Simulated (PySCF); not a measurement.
# Electron correlation in V⁴⁺ (vanadium, charge +4)

Starting occupation: [Ar] 3d1, 3d3/2 with m_j = +3/2. Calculation: PySCF 2.14, in x2c-TZVPPall-2c (6s7p4d2f1g, 70 functions); X2C-1e with screened-nucleus spin-orbit coupling, Gaussian nucleus. Frozen: [Ne]; 9 electrons correlated.

MP2 pair energies summed by pair of shells (mhartree):

```
 pair   energy  share (%)
3p-3p  -155.04       63.4
3d-3p   -40.03       16.4
3p-3s   -36.23       14.8
3s-3s    -7.35        3.0
3d-3s    -5.92        2.4
```

Total MP2 correlation energy: -244.56 mhartree.

The GHF reference relaxed away from the jj start to a determinant that is no pure jj level (⟨S²⟩ = 0.75, ⟨J²⟩ = 3.94); the energies belong to that determinant.

This basis was not built for core-valence correlation, so the inner-shell part is incomplete.
